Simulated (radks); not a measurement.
The numbers below are computed, except where a source is named.
Species: W2+. Configuration: [Kr] 4d10 4f14 5s2 5p5 5d4 5f1 (not the ground configuration).

Level of theory: scalar-relativistic Kohn-Sham, r2SCAN, spin-unpolarised, spherical densities, finite nucleus; meta-GGA in the generalised Kohn-Sham scheme; Fermi nuclear charge, rms radius 5.3658 fm (a radial shooting solver on a logarithmic mesh with Libxc functionals).

Energy parts (hartree):
| part | energy |
|---|---|
| total | -16138.6298 |
| kinetic | 17777.3989 |
| electron-nucleus | -39830.8892 |
| Hartree | 6237.1235 |
| exchange-correlation | -322.2629 |

Orbitals (lengths in bohr, moments of r in powers of bohr):
1s: occ. 2; eigenvalue (hartree) -2557.400; <r> 0.01835
2s: occ. 2; eigenvalue (hartree) -443.1803; <r> 0.07755
2p: occ. 6; eigenvalue (hartree) -387.6391; <r> 0.06944
3s: occ. 2; eigenvalue (hartree) -103.1872; <r> 0.2008
3p: occ. 6; eigenvalue (hartree) -86.66043; <r> 0.2012
3d: occ. 10; eigenvalue (hartree) -67.61147; <r> 0.1824
4s: occ. 2; eigenvalue (hartree) -22.27727; <r> 0.4496
4p: occ. 6; eigenvalue (hartree) -16.83282; <r> 0.4778
4d: occ. 10; eigenvalue (hartree) -9.89327; <r> 0.5112
5s: occ. 2; eigenvalue (hartree) -3.91645; <r> 1.063
5p: occ. 5; eigenvalue (hartree) -2.55544; <r> 1.227
4f: occ. 14; eigenvalue (hartree) -2.21286; <r> 0.6034
5d: occ. 4; eigenvalue (hartree) -0.98537; <r> 1.721
5f: occ. 1; eigenvalue (hartree) -0.22661; <r> 5.460

The highest occupied level is 5f at -6.166 eV. Summed over all electrons, <r^2> = 70.81 bohr^2, which gives a Langevin (diamagnetic) susceptibility term of -56.1 x 10^-6 cm^3/mol. The electron density at the nucleus is 1.515e+06 e/bohr^3 (large components only).
